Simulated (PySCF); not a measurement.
Basis-set dependence of population analyses: `CS[SiH2]O[SiH3]`

Compound: CH8OSSi2.
SMILES with atom numbers: `[CH3:1][S:2][SiH2:3][O:4][SiH3:5]` (hydrogens: H6, H7, H8 on C1; H9, H10 on Si3; H11, H12, H13 on Si5)

PBE0 throughout (PySCF), one geometry, spherical d and f functions. The structure is a single PBE0-D3(BJ)/def2-SVP conformer in the gas phase; no vibrational or solvent corrections. Atoms taken as equivalent share a column and are averaged. The first 7 of 8 kinds of atom are listed.

Mulliken charges (e):

```
        basis  functions      C1      S2     Si3      O4     Si5  H6/H7/H8  H9/H10
       STO-3G         45  -0.318  -0.056  +0.616  -0.516  +0.649    +0.083  -0.121
        6-31G         73  -0.755  -0.103  +0.865  -0.944  +0.852    +0.220  -0.105
     pcSseg-0         73  -0.907  -0.263  +0.932  -1.010  +0.794    +0.289  -0.063
       6-31G*         98  -0.697  -0.145  +0.656  -0.678  +0.598    +0.222  -0.073
      cc-pVDZ        122  -0.202  -0.198  +0.496  -0.514  +0.440    +0.091  -0.054
     def2-SVP        122  -0.185  -0.289  +0.647  -0.585  +0.565    +0.096  -0.081
  aug-cc-pVDZ        199  +0.298  -0.120  +0.066  -0.973  -0.284    -0.163  +0.362
6-311+G(2d,p)        207  -0.580  -0.049  +0.655  -0.905  +0.651    +0.178  -0.051
    def2-TZVP        221  -0.360  -0.201  +0.358  -0.408  +0.294    +0.152  -0.024
      cc-pVTZ        274  -0.288  -0.184  +0.349  -0.347  +0.276    +0.122  -0.033
     IGLO-III        282  -0.537  -0.272  +0.998  -0.694  +0.872    +0.164  -0.166
     pcSseg-2        313  -0.125  -0.233  +0.741  -0.703  +0.781    +0.072  -0.127
```

IAO charges (e):

```json
{"basis": "STO-3G", "functions": "45", "C1": "-0.488", "S2": "-0.070", "Si3": "+0.747", "O4": "-0.693", "Si5": "+0.762", "H6/H7/H8": "+0.130", "H9/H10": "-0.121"}
{"basis": "6-31G", "functions": "73", "C1": "-0.512", "S2": "-0.172", "Si3": "+0.744", "O4": "-0.799", "Si5": "+0.688", "H6/H7/H8": "+0.170", "H9/H10": "-0.086"}
{"basis": "pcSseg-0", "functions": "73", "C1": "-0.505", "S2": "-0.181", "Si3": "+0.750", "O4": "-0.797", "Si5": "+0.686", "H6/H7/H8": "+0.169", "H9/H10": "-0.087"}
{"basis": "6-31G*", "functions": "98", "C1": "-0.494", "S2": "-0.180", "Si3": "+0.880", "O4": "-0.861", "Si5": "+0.829", "H6/H7/H8": "+0.160", "H9/H10": "-0.127"}
{"basis": "cc-pVDZ", "functions": "122", "C1": "-0.490", "S2": "-0.176", "Si3": "+0.874", "O4": "-0.857", "Si5": "+0.820", "H6/H7/H8": "+0.159", "H9/H10": "-0.126"}
{"basis": "def2-SVP", "functions": "122", "C1": "-0.481", "S2": "-0.176", "Si3": "+0.887", "O4": "-0.856", "Si5": "+0.838", "H6/H7/H8": "+0.156", "H9/H10": "-0.133"}
{"basis": "aug-cc-pVDZ", "functions": "199", "C1": "-0.497", "S2": "-0.182", "Si3": "+0.879", "O4": "-0.867", "Si5": "+0.821", "H6/H7/H8": "+0.162", "H9/H10": "-0.124"}
{"basis": "6-311+G(2d,p)", "functions": "207", "C1": "-0.505", "S2": "-0.179", "Si3": "+0.909", "O4": "-0.885", "Si5": "+0.857", "H6/H7/H8": "+0.163", "H9/H10": "-0.133"}
{"basis": "def2-TZVP", "functions": "221", "C1": "-0.507", "S2": "-0.178", "Si3": "+0.921", "O4": "-0.890", "Si5": "+0.868", "H6/H7/H8": "+0.163", "H9/H10": "-0.137"}
{"basis": "cc-pVTZ", "functions": "274", "C1": "-0.506", "S2": "-0.181", "Si3": "+0.909", "O4": "-0.882", "Si5": "+0.852", "H6/H7/H8": "+0.164", "H9/H10": "-0.133"}
{"basis": "IGLO-III", "functions": "282", "C1": "-0.509", "S2": "-0.174", "Si3": "+0.914", "O4": "-0.889", "Si5": "+0.865", "H6/H7/H8": "+0.163", "H9/H10": "-0.136"}
{"basis": "pcSseg-2", "functions": "313", "C1": "-0.507", "S2": "-0.179", "Si3": "+0.916", "O4": "-0.887", "Si5": "+0.865", "H6/H7/H8": "+0.164", "H9/H10": "-0.136"}
```

Hirshfeld charges (e):

```
        basis  functions      C1      S2     Si3      O4     Si5  H6/H7/H8  H9/H10
       STO-3G         45  -0.048  -0.111  +0.439  -0.321  +0.435    +0.015  -0.085
        6-31G         73  -0.091  -0.123  +0.374  -0.362  +0.382    +0.050  -0.061
     pcSseg-0         73  -0.101  -0.107  +0.394  -0.342  +0.400    +0.043  -0.071
       6-31G*         98  -0.087  -0.121  +0.352  -0.312  +0.366    +0.051  -0.067
      cc-pVDZ        122  -0.105  -0.088  +0.356  -0.296  +0.369    +0.048  -0.073
     def2-SVP        122  -0.109  -0.079  +0.360  -0.297  +0.377    +0.047  -0.076
  aug-cc-pVDZ        199  -0.124  -0.078  +0.368  -0.325  +0.378    +0.050  -0.071
6-311+G(2d,p)        207  -0.116  -0.081  +0.365  -0.325  +0.381    +0.050  -0.071
    def2-TZVP        221  -0.117  -0.080  +0.359  -0.313  +0.374    +0.051  -0.072
      cc-pVTZ        274  -0.118  -0.083  +0.359  -0.307  +0.371    +0.051  -0.072
     IGLO-III        282  -0.126  -0.064  +0.357  -0.312  +0.368    +0.048  -0.071
     pcSseg-2        313  -0.124  -0.080  +0.367  -0.321  +0.380    +0.051  -0.072
```

Some averages cover members that differ in this geometry, most widely: H9/H10, Mulliken in aug-cc-pVDZ +0.323 to +0.401; H6/H7/H8, Mulliken in aug-cc-pVDZ -0.189 to -0.145 e.

Problem. Which scheme is steadiest as the basis changes?

Solution. Largest range over the bases for any column: Hirshfeld 0.09 e, IAO 0.20 e, Mulliken 1.21 e. Hirshfeld charges move least and Mulliken charges most, counted in e. Without the minimal STO-3G basis the ranges are Hirshfeld 0.07, IAO 0.18, Mulliken 1.21 e.

Problem. How much do the charges still move between the two largest bases, IGLO-III and pcSseg-2?

Solution. At most, over all atoms: Mulliken 0.412 e, IAO 0.005 e, Hirshfeld 0.015 e.

Problem. What do the same runs give for the total energy, the frontier levels and the dipole moment?

Solution. 
| basis | energy (Eh) | HOMO (eV) | LUMO (eV) | μ (D) |
| --- | --- | --- | --- | --- |
| STO-3G | -1082.2450 | -3.33 | 6.03 | 0.59 |
| 6-31G | -1094.6808 | -7.17 | 0.16 | 1.28 |
| pcSseg-0 | -1093.4401 | -7.41 | 0.20 | 1.34 |
| 6-31G* | -1094.8329 | -7.06 | 0.21 | 1.29 |
| cc-pVDZ | -1094.8876 | -7.06 | 0.25 | 1.18 |
| def2-SVP | -1094.4983 | -7.10 | 0.31 | 1.19 |
| aug-cc-pVDZ | -1094.9022 | -7.15 | -0.37 | 1.22 |
| 6-311+G(2d,p) | -1094.9676 | -7.17 | -0.35 | 1.23 |
| def2-TZVP | -1094.9873 | -7.17 | -0.13 | 1.23 |
| cc-pVTZ | -1094.9882 | -7.16 | -0.03 | 1.22 |
| IGLO-III | -1094.9847 | -7.11 | -0.04 | 1.16 |
| pcSseg-2 | -1095.0068 | -7.21 | -0.26 | 1.25 |

The dipole is fixed by the density alone, so its range of 0.75 D shows that the density itself changes with the basis, not only its division among atoms.
